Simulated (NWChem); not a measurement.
Molecule: CH2AlNO; SMILES O=C=[N][AlH2]

```xyz
6

Al     0.0000     0.0000     1.7391
H      0.0000     1.4113     2.4704
H      0.0000    -1.4113     2.4704
N      0.0000     0.0000    -0.0520
C      0.0000     0.0000    -1.2662
O      0.0000     0.0000    -2.4484
```
Atoms are numbered in this order, from 1.

All runs: NWChem. Pople sets run with spherical d functions. Structure relaxed at the PBE-D3(BJ)/def2-SVP level. Vertical excitations in the gas phase; the lowest state need not have the same character in each row.

For level CAM-B3LYP/6-31+G*, full TDDFT:

| Item | Result |
|---|---|
| lowest excitation, singlet (eV) | 5.26 |
| lowest state with f > 0.02, singlet (eV) | 6.34 |
| orbital gap (eV) | 8.75 |

How do the values read with level B3LYP/6-31+G*, full TDDFT instead?

The lowest excitation, singlet (eV) is 4.96. The lowest state with f > 0.02, singlet (eV) is 5.87. The orbital gap (eV) is 6.09.
